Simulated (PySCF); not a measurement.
Magnetisability: `C=C(C=O)CCO`, C₅H₈O₂

Cartesian coordinates in Å; atom numbers follow the order of the lines, from 1:
```xyz
15

C    -1.8918   -0.8857   -0.1554
C    -0.8108   -0.2252    0.2636
C    -0.9830    1.1234    0.8215
O    -0.0953    1.8737    1.1473
C     0.5781   -0.7869    0.1611
C     1.4761    0.0219   -0.8031
O     2.2190    1.0196   -0.1679
H    -1.8250   -1.8702   -0.5864
H    -2.8788   -0.4593   -0.0851
H    -2.0411    1.4277    0.9259
H     0.5185   -1.8206   -0.1800
H     1.0541   -0.7730    1.1446
H     2.2120   -0.6469   -1.2575
H     0.8548    0.4447   -1.6096
H     1.6089    1.5647    0.3589
```

The calculation used PySCF 2.14.0, GIAO LDA/pcSseg-1 magnetisability, rotational g tensor and spin-rotation constants, non-relativistic, gas phase. Geometry: GFN2-xTB.

Problem. What are the magnetisability and the molar susceptibility?

Solution. Isotropic -872 × 10⁻³⁰ J/T², or -52.5 × 10⁻⁶ cm³/mol; principal values -1100, -773, -743 × 10⁻³⁰ J/T², anisotropy 343 × 10⁻³⁰ J/T² (root of half the summed squared differences of the principal values). The susceptibility is in cgs units.

Problem. Split it along the inertial axes a, b, c into diamagnetic and paramagnetic parts about the centre of mass, with the quadrupole moment.

Solution. 
```
axis  χ (10⁻⁶ cm³/mol)  diamagnetic (10⁻⁶ cm³/mol)  paramagnetic (10⁻⁶ cm³/mol)  summed x² of all electrons (Å²)  quadrupole Θ (D Å)
   a             -47.8                      -406.5                        358.7                            127.2               -2.53
   b             -46.1                      -616.7                        570.7                             77.7               +2.21
   c             -63.7                      -869.3                        805.6                             18.1               +0.32
```
Anisotropies 2χaa − χbb − χcc = +14.1 and 2χbb − χaa − χcc = +19.4 × 10⁻⁶ cm³/mol. Θ is traceless in Buckingham's convention.

Problem. And the rotational g tensor?

Solution. 
| axis | rotational constant (GHz) | g | nuclear part | electronic part |
| --- | --- | --- | --- | --- |
| a | 3.7728 | -0.0491 | 0.5867 | -0.6358 |
| b | 2.2737 | -0.0344 | 0.5751 | -0.6096 |
| c | 1.5274 | -0.0097 | 0.5684 | -0.5781 |

Asymmetric top; isotopes 12C, 1H, 16O; no vibrational averaging.
